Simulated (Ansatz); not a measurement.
Program: Ansatz. Geometries: PBE0-D4/def2-TZVP. ΔE: electronic, gas phase. CCSD(T)/CBS adds triple-zeta CCSD(T) − MP2 to the extrapolated MP2 energy (def2 sets, frozen cores). Elements past krypton have def2 core potentials. For Se, Sn outer-core shells are correlated without core-valence functions, which leaves a few kJ/mol of doubt a bond. Scalar relativity is left out up to krypton. Each species was taken in one conformer, which may not be the lowest.

`O=C=[N][Al]([F])[Cl]` + `C[Se][SnH2][Cl]` → `C[Se][Al]([F])[Cl]` + `O=C=[N][SnH2][Cl]`  (redistribution)

`O=C=[N][Al]([F])[Cl]`:

Cartesian coordinates in Å:
```
O -1.573 -2.241 1.081
C -0.919 -1.358 0.703
N -0.241 -0.448 0.322
Al 0.656 0.877 -0.365
F 1.908 1.508 0.470
Cl 0.169 1.662 -2.211
```

`C[Se][SnH2][Cl]`:

```xyz
9

C    -0.522    1.538    0.474
Se   -1.041    0.497   -1.104
Sn    0.280   -1.546   -0.525
Cl    2.523   -0.896   -0.343
H    -0.986    2.516    0.352
H     0.559    1.649    0.509
H    -0.894    1.070    1.383
H    -0.098   -2.135    1.029
H     0.180   -2.693   -1.775
```

`C[Se][Al]([F])[Cl]`:

Cartesian coordinates in Å:
```
C 0.205 -1.299 -0.609
Se 0.528 -0.641 1.216
Al -0.178 1.508 0.918
F -0.125 2.558 2.176
Cl -0.895 2.184 -0.918
H 0.817 -0.754 -1.322
H -0.848 -1.210 -0.864
H 0.496 -2.347 -0.597
```

`O=C=[N][SnH2][Cl]`:

```xyz
7

O    -2.019   -2.207    0.217
C    -1.363   -1.275    0.457
N    -0.721   -0.307    0.772
Sn    0.729    0.827   -0.029
Cl    1.177   -0.055   -2.127
H     0.092    2.384   -0.227
H     2.105    0.634    0.938
```

```tsv
species	MP2/def2-SVP energy (Eh)
`O=C=[N][Al]([F])[Cl]`	-968.65066
`C[Se][SnH2][Cl]`	-3113.67872
`C[Se][Al]([F])[Cl]`	-3240.63510
`O=C=[N][SnH2][Cl]`	-841.67112
```

Q: Work out ΔE.

A: ΔE = (-3240.63510) + (-841.67112) − (-968.65066) − (-3113.67872) = 0.02316 Eh = +14.5 kcal/mol. CCSD(T)/CBS gives +13.4 kcal/mol.

Largest T1 diagnostic among the species: 0.015.

In def2-TZVPP, CCSD(T) changes the Hartree–Fock value by −2.0 kcal/mol (the triples alone add −0.5 kcal/mol) and MP2 by −1.4 kcal/mol. Leaving LDA and LC-ωPBE aside and taking each functional with its dispersion term where it has one, the values, not all of them listed here, spread over 2.2 kcal/mol, from revPBE-D4 to BHLYP-D4. LDA lies +0.9 kcal/mol from PBE without D4.
